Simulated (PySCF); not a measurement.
C₃H₄, SMILES C1C=C1.

The structure is a stationary point at B3LYP-D3(BJ)/def2-TZVP.

Computed with PBE/def2-TZVPD (PySCF).

Symmetry labels are those of the subgroup C2v that the program uses (full group C2v).

List the valence orbital energies around the gap with their symmetry. (The exact figures need the calculation; the answer reports its results.)


```
orbital  symmetry  energy (eV)
-------  --------  -----------
HOMO−7         A1       -21.73
HOMO−6         A1       -14.70
HOMO−5         B2       -13.86
HOMO−4         A1       -12.40
HOMO−3         B1       -10.67
HOMO−2         A1        -8.43
HOMO−1         B2        -7.12
HOMO           B1        -6.12
LUMO           A2        -1.02
LUMO+1         A1         0.25
LUMO+2         B2         0.57
LUMO+3         A1         0.57
```
